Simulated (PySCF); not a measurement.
**Relaxation of singlet CrNCl₃**

All numbers come from PBE0/[Cr def2-SVP, N def2-SVP, Cl def2-SVP], no relativity, density fitting, PySCF. A (50,194) grid was used.

A hand-made tetrahedral start, of C3v symmetry, held to at least that symmetry:

```xyz
5
charge 0 multiplicity 1, angstrom
Cr    0.0000   -0.2549   -0.1803
N     0.0000   -1.6509   -1.1678
Cl    1.8045   -0.2551    1.0957
Cl   -1.8045   -0.2551    1.0957
Cl    0.0000    1.5498   -1.4559
```

Task: What does it relax to?

Result: It ends at C3v with Cr–Cl 2.109 Å (×3), Cr–N 1.475 Å; Cl–Cr–Cl 113.1° (×3), Cl–Cr–N 105.6° (×3) (after a last refinement on a finer grid). The frequency run here used a shortcut that can spoil soft modes, so no verdict on minimum or saddle point is given. Other isomers or separated fragments may lie lower.

Task: How much energy is released, and in how many steps?

Result: 159.3 kJ/mol in 6 steps.

The relaxation took about 40 core-seconds on a shared host.
